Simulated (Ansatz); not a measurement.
Te6Mo3 was relaxed with PBE-D4 (def2-SVP) in Ansatz in these states: charge -1 doublet, neutral singlet, neutral triplet. The geometries follow in no particular order.

In the def2 sets Mo, Te take a core potential; there is no spin–orbit coupling.

A:

Cartesian coordinates in Å:
```
Mo -0.014 -0.842 -0.923
Mo 1.519 0.232 0.449
Mo -1.107 0.675 1.047
Te 0.793 -1.222 -3.423
Te -2.116 0.718 -1.374
Te 0.151 -1.736 1.633
Te 0.659 2.628 1.233
Te 2.905 -0.928 -1.528
Te -2.790 0.473 2.887
```

B:

Cartesian coordinates in Å:
```
Mo 1.304 -0.321 -0.391
Mo -0.543 -1.312 0.320
Mo -0.770 1.620 0.487
Te 2.604 -2.366 -1.554
Te 1.765 1.944 1.012
Te -0.913 0.283 -1.847
Te -1.717 0.057 2.344
Te 0.286 -3.663 -0.688
Te -2.017 3.758 0.317
```

C:

```xyz
9

Mo    1.251    0.106   -0.124
Mo   -0.441   -1.046   -1.130
Mo   -1.209    0.798    0.764
Te    3.197   -1.745    0.350
Te    0.743    0.470    2.489
Te   -0.408    1.576   -1.746
Te   -2.528   -1.498    0.521
Te    2.035   -1.508   -2.293
Te   -2.638    2.846    1.169
```

Judge from the bond lengths which geometry belongs to which state (an estimate).

A is the neutral singlet (Mo1–Te8 2.983 Å, Mo1–Mo3 2.716 Å, Mo2–Mo3 2.729 Å); B is the neutral triplet (Mo1–Te8 3.507 Å, Mo1–Mo3 2.974 Å, Mo2–Mo3 2.946 Å); C is the charge -1 doublet (Mo1–Te8 2.815 Å, Mo1–Mo3 2.705 Å, Mo2–Mo3 2.752 Å).

The restricted singlet is unstable towards broken spin symmetry in Hartree–Fock (as tested in another run); at PBE-D4/def2-SVP this wasn't settled. At PBE0-D4/def2-TZVP a singlet lies 0.29 eV below the neutral triplet.
